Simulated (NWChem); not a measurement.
Species: ScH₂O₂Cl; SMILES [OH][Sc]([Cl])[OH]

Computed with NWChem. Each level has its own optimisation; frequencies are unscaled. One conformer.

| level | r Cl–Sc (Å) | r H–O (Å) | highest harmonic frequency (cm⁻¹) | lowest (cm⁻¹) | zero-point energy (kcal/mol) | dipole (D) |
|---|---|---|---|---|---|---|
| Hartree-Fock/3-21G | 2.429 | 0.953 | 4073 | 113 | 18.7 | 6.02 |
| Hartree-Fock/STO-3G | 2.336 | 0.970 | 4482 | 130 | 21.2 | 4.07 |
| PBE-D3(BJ)/def2-SVP | 2.326 | 0.969 | 3833 | 68 | 15.9 | 3.72 |
